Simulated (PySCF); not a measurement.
## Correlation energy of Ag (silver, neutral)

[Kr] 4d10 5p1, 2P determinant (an excited configuration). Computed with PySCF 2.14 in ANO-RCC-VTZP (7s6p4d2f1g, 68 functions), with the spin-free X2C one-electron Hamiltonian (Gaussian nucleus). Frozen: [Kr]; 11 electrons correlated.

```json
{"level": "CCSD", "correlation energy (mhartree)": "-307.85"}
{"level": "(T)", "correlation energy (mhartree)": "-11.54"}
{"level": "CCSD(T)", "correlation energy (mhartree)": "-319.39"}
```

Diagnostics: T1 = 0.011, D1 = 0.0346, largest double amplitude 0.039.

Cost of the coupled-cluster step: of the order of 8 core-seconds, for 11 correlated electrons.

The basis was made for the ground configuration and has no added diffuse functions, which can raise the energy of the promoted electron.
